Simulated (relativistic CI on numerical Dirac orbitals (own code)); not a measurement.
## Energy levels of La²⁹⁺

Calculated at this level of theory: Dirac-Coulomb-Breit CI, orbitals from a KLI potential per configuration, model QED (radiative potential, 1s self-energy scaled to tabulated hydrogen-like ionisation energies), unscaled Slater integrals (own radial code, finite nucleus).

CI space (outside the closed core [Ne]): 3s²3p⁶3d¹⁰, 3s²3p⁶3d⁹4s, 3s²3p⁶3d⁹4p, 3s²3p⁶3d⁹4d, 3s²3p⁶3d⁹4f, 3s²3p⁵3d¹⁰4s, 3s²3p⁶3d⁸4s², 3s²3p⁵3d¹⁰4p, 3s²3p⁶3d⁸4s4p, 3s²3p⁶3d⁹5s, 3s²3p⁶3d⁸4p², 3s²3p⁵3d¹⁰4d, 3s²3p⁶3d⁹5p, 3s3p⁶3d¹⁰4s, 3s²3p⁶3d⁸4s4d, 3s²3p⁶3d⁹5d. Levels of other configurations are missing.

| No. | Configuration | Term | J | E (eV) | % | Lifetime (s) | jj configuration (%) |
| --- | --- | --- | --- | --- | --- | --- | --- |
| 1 | 3s²3p⁶3d¹⁰ | ¹S | 0 | 0.000 | 100 |  | closed (100) |
| 2 | 3s²3p⁶3d⁹4s | ³D | 3 | 710.572 | 100 |  | 3d5/2^5 4s (100) |
| 3 | 3s²3p⁶3d⁹4s | ¹D | 2 | 711.800 | 54 | 2.01e-09 | 3d5/2^5 4s (100) |
| 4 | 3s²3p⁶3d⁹4s | ³D | 1 | 728.481 | 100 | 2.21e-05 | 3d3/2^3 3d5/2^6 4s (100) |
| 5 | 3s²3p⁶3d⁹4s | ³D | 2 | 729.372 | 54 | 2.33e-09 | 3d3/2^3 3d5/2^6 4s (100) |
| 6 | 3s²3p⁶3d⁹4p | ³P° | 2 | 769.417 | 59 | 4.47e-11 | 3d5/2^5 4p1/2 (98) |
| 7 | 3s²3p⁶3d⁹4p | ³F° | 3 | 770.446 | 48 | 4.30e-11 | 3d5/2^5 4p1/2 (100) |
| 8 | 3s²3p⁶3d⁹4p | ³F° | 2 | 787.520 | 81 | 4.25e-11 | 3d3/2^3 3d5/2^6 4p1/2 (98) |
| 9 | 3s²3p⁶3d⁹4p | ³D° | 1 | 789.438 | 48 | 1.25e-12 | 3d3/2^3 3d5/2^6 4p1/2 (93) |
| 10 | 3s²3p⁶3d⁹4p | ³F° | 4 | 794.735 | 100 | 1.46e-11 | 3d5/2^5 4p3/2 (100) |
| 11 | 3s²3p⁶3d⁹4p | ¹D° | 2 | 796.370 | 57 | 1.45e-11 | 3d5/2^5 4p3/2 (97) |
| 12 | 3s²3p⁶3d⁹4p | ¹P° | 1 | 797.022 | 73 | 3.06e-13 | 3d5/2^5 4p3/2 (92) |
| 13 | 3s²3p⁶3d⁹4p | ³D° | 3 | 798.207 | 73 | 1.32e-11 | 3d5/2^5 4p3/2 (100) |
| 14 | 3s²3p⁶3d⁹4p | ³P° | 0 | 810.268 | 100 | 1.60e-11 | 3d3/2^3 3d5/2^6 4p3/2 (100) |
| 15 | 3s²3p⁶3d⁹4p | ³F° | 3 | 813.689 | 51 | 1.44e-11 | 3d3/2^3 3d5/2^6 4p3/2 (100) |
| 16 | 3s²3p⁶3d⁹4p | ³D° | 1 | 813.791 | 52 | 1.95e-12 | 3d3/2^3 3d5/2^6 4p3/2 (97) |
| 17 | 3s²3p⁶3d⁹4p | ³D° | 2 | 815.567 | 55 | 1.33e-11 | 3d3/2^3 3d5/2^6 4p3/2 (99) |
| 18 | 3s²3p⁶3d⁹4d | ³S | 1 | 886.047 | 64 | 5.58e-12 | 3d5/2^5 4d3/2 (85) |
| 19 | 3s²3p⁶3d⁹4d | ³G | 4 | 890.116 | 54 | 4.68e-12 | 3d5/2^5 4d3/2 (99) |
| 20 | 3s²3p⁶3d⁹4d | ³D | 2 | 890.757 | 48 | 4.71e-12 | 3d5/2^5 4d3/2 (94) |
| 21 | 3s²3p⁶3d⁹4d | ³F | 3 | 892.341 | 45 | 4.53e-12 | 3d5/2^5 4d3/2 (97) |
| 22 | 3s²3p⁶3d⁹4d | ¹P | 1 | 893.624 | 55 | 7.51e-12 | 3d5/2^5 4d5/2 (85) |
| 23 | 3s²3p⁶3d⁹4d | ³G | 5 | 894.419 | 100 | 7.28e-12 | 3d5/2^5 4d5/2 (100) |
| 24 | 3s²3p⁶3d⁹4d | ³D | 3 | 896.863 | 53 | 7.05e-12 | 3d5/2^5 4d5/2 (97) |
| 25 | 3s²3p⁶3d⁹4d | ¹D | 2 | 897.608 | 46 | 6.66e-12 | 3d5/2^5 4d5/2 (93) |
| 26 | 3s²3p⁶3d⁹4d | ³F | 4 | 898.092 | 81 | 6.88e-12 | 3d5/2^5 4d5/2 (99) |
| 27 | 3s²3p⁶3d⁹4d | ³P | 0 | 901.414 | 98 | 5.67e-12 | 3d5/2^5 4d5/2 (55) |
| 28 | 3s²3p⁶3d⁹4d | ¹P | 1 | 907.192 | 44 | 5.21e-12 | 3d3/2^3 3d5/2^6 4d3/2 (90) |
| 29 | 3s²3p⁶3d⁹4d | ³G | 3 | 907.730 | 81 | 4.66e-12 | 3d3/2^3 3d5/2^6 4d3/2 (98) |
| 30 | 3s²3p⁶3d⁹4d | ³F | 2 | 911.391 | 63 | 4.39e-12 | 3d3/2^3 3d5/2^6 4d3/2 (99) |
| 31 | 3s²3p⁶3d⁹4d | ³P | 1 | 911.513 | 50 | 6.97e-12 | 3d3/2^3 3d5/2^6 4d5/2 (90) |
| 32 | 3s²3p⁶3d⁹4d | ³G | 4 | 913.426 | 45 | 7.20e-12 | 3d3/2^3 3d5/2^6 4d5/2 (100) |
| 33 | 3s²3p⁶3d⁹4d | ³D | 2 | 914.488 | 47 | 7.03e-12 | 3d3/2^3 3d5/2^6 4d5/2 (99) |
| 34 | 3s²3p⁶3d⁹4d | ³F | 3 | 915.760 | 52 | 6.91e-12 | 3d3/2^3 3d5/2^6 4d5/2 (99) |
| 35 | 3s²3p⁶3d⁹4d | ¹S | 0 | 941.943 | 96 | 1.97e-12 | 3d3/2^3 3d5/2^6 4d3/2 (54) |
| 36 | 3s²3p⁶3d⁹4f | ³P° | 0 | 990.708 | 100 | 7.60e-12 | 3d5/2^5 4f5/2 (100) |
| 37 | 3s²3p⁶3d⁹4f | ³P° | 1 | 992.032 | 83 | 5.78e-12 | 3d5/2^5 4f5/2 (84) |
| 38 | 3s²3p⁶3d⁹4f | ³P° | 2 | 993.832 | 38 | 2.32e-12 | 3d5/2^5 4f7/2 (43) |
| 39 | 3s²3p⁶3d⁹4f | ³H° | 6 | 995.186 | 100 | 7.95e-12 | 3d5/2^5 4f7/2 (100) |
| 40 | 3s²3p⁶3d⁹4f | ³H° | 5 | 995.189 | 55 | 7.09e-12 | 3d5/2^5 4f5/2 (99) |
| 41 | 3s²3p⁵3d¹⁰4s | ³P° | 2 | 995.349 | 67 | 1.30e-12 | 3p3/2^3 4s (67) |
| 42 | 3s²3p⁶3d⁹4f | ¹D° | 2 | 996.945 | 45 | 7.31e-12 | 3d5/2^5 4f5/2 (62) |
| 43 | 3s²3p⁵3d¹⁰4s | ¹P° | 1 | 996.962 | 64 | 1.22e-13 | 3p3/2^3 4s (98) |
| 44 | 3s²3p⁶3d⁹4f | ³F° | 3 | 997.166 | 50 | 7.25e-12 | 3d5/2^5 4f5/2 (71) |
| 45 | 3s²3p⁶3d⁹4f | ³F° | 4 | 998.083 | 50 | 7.17e-12 | 3d5/2^5 4f5/2 (72) |

Energies count from the lowest computed level; ° marks odd parity; lifetimes are radiative, by E1, M1, E2, M2 decay to levels of this space only; some are left blank where a channel outside the calculation adds to the decay or the decay crosses a small, uncertain gap. Filled j subshells are mostly left out of the jj labels.

The mean weight of the leading LS term, summed over parents, in these 45 levels is 66 %, and that of the leading jj configuration (from the same eigenvectors) 91 %, so jj coupling describes them better and the LS labels are nominal.

At this charge energies of transitions that change n are usually good to better than 1 %, and those within a shell (Δn = 0) to a few per cent.

LS names give the leading component of a level, which can be under half, so a name can repeat, a term be missing and a line seem to break the LS rules.
